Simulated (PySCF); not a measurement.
**Functional benchmark on one molecule**

Molecule: `C[B-](C)(C)C`, [C₄H₁₂B]-.

Structure with atom numbers: `[CH3:1][B-:2]([CH3:3])([CH3:4])[CH3:5]`. Each H is labelled by its parent atom.

Geometry PBE0-D3(BJ)/def2-SVP throughout; GIAO in PySCF 2.14.0 with density-fitted response routines, gas phase, one conformer, non-relativistic; equivalent atoms averaged; basis pcSseg-1.

Reference values (measured; solution, THF-d8 (Li+ or Na+ salt); B. Wrackmeyer, Z. Naturforsch. B 2015): δ(B2) = -20.7 ppm vs BF3.OEt2. Computed shifts are taken against BF3·OEt2, calculated as an isolated molecule at each level.

Task: How do the functionals HF, LDA, PBE, BLYP, BP86, OPBE, KT2, KT3, B97-D, B3LYP, PBE0, mPW1PW91, WP04, B97-2, BHandHLYP, CAM-B3LYP, wB97X-D, LC-wPBE perform against the reference? Times are CPU seconds on shared hosts with different chips, so compare them loosely; the GGAs took longer than the global hybrids here, which isn't the general rule, and the cause wasn't traced.

Result: 
| functional | kind | B2 | abs. error B | core-s |
| --- | --- | --- | --- | --- |
| HF | Hartree–Fock | -20.0 | 0.7 | 5.2 |
| LDA | LDA | -30.5 | 9.8 | 16 |
| PBE | GGA | -29.2 | 8.5 | 19 |
| BLYP | GGA | -26.7 | 6.0 | 20 |
| BP86 | GGA | -28.1 | 7.4 | 20 |
| OPBE | GGA | -29.6 | 8.9 | 19 |
| KT2 | GGA | -26.1 | 5.4 | 19 |
| KT3 | GGA | -25.7 | 5.0 | 19 |
| B97-D | GGA | -25.0 | 4.3 | 19 |
| B3LYP | global hybrid | -25.4 | 4.7 | 12 |
| PBE0 | global hybrid | -27.3 | 6.6 | 15 |
| mPW1PW91 | global hybrid | -26.9 | 6.2 | 11 |
| WP04 | global hybrid | -21.8 | 1.1 | 8.9 |
| B97-2 | global hybrid | -25.7 | 5.0 | 8.9 |
| BHandHLYP | global hybrid | -23.2 | 2.5 | 8.4 |
| CAM-B3LYP | range-separated hybrid | -26.5 | 5.8 | 11 |
| wB97X-D | range-separated hybrid | -26.9 | 6.2 | 11 |
| LC-wPBE | range-separated hybrid | -30.6 | 9.9 | 16 |

For 11B the closest is HF (0.7 ppm) and the furthest LC-wPBE (9.9 ppm). One molecule is a small sample, and vibrational and solvent effects are absent from the calculation.
